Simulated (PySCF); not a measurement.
Compound: BrH.
SMILES: `Br`

Method: CAM-B3LYP/cc-pVDZ geometry optimisation, gas phase in PySCF.

Take the most abundant isotopes and a rigid rotor. 

(1) What are the moment of inertia and the rotational constant?

(2) List the first levels of a rigid rotor in a Σ state.

(3) Where do the first rotational lines fall?

(4) Estimate the classical rotational partition function at 100 K and 200 K.

## Answers

(1) I = 2.028 u·Å², B = 505379 MHz·u·Å²/I = 249242 MHz (8.3138 cm⁻¹, or 11.962 K as hB/k). For two atoms I = μr² with μ = 0.9951 u and r = 1.4274 Å.

(2) E(J) = BJ(J+1): J = 1: 16.628, J = 2: 49.883, J = 3: 99.766, J = 4: 166.276, J = 5: 249.415, J = 6: 349.181 cm⁻¹.

(3) The dipole is 1.06 D; J+1 ← J lies at 2B(J+1): 1 ← 0 at 498.48 GHz, 2 ← 1 at 996.97 GHz, 3 ← 2 at 1495.45 GHz, 4 ← 3 at 1993.94 GHz, 5 ← 4 at 2492.42 GHz, 6 ← 5 at 2990.91 GHz.

(4) Point group C∞v, symmetry number σ = 1; q = kT/(σhB), k/h = 20836.6 MHz/K: 8.4 at 100 K, 16.7 at 200 K.

Stationary, but not proved a minimum. No vibrational averaging or centrifugal distortion is included, and the geometry carries the error of its method.
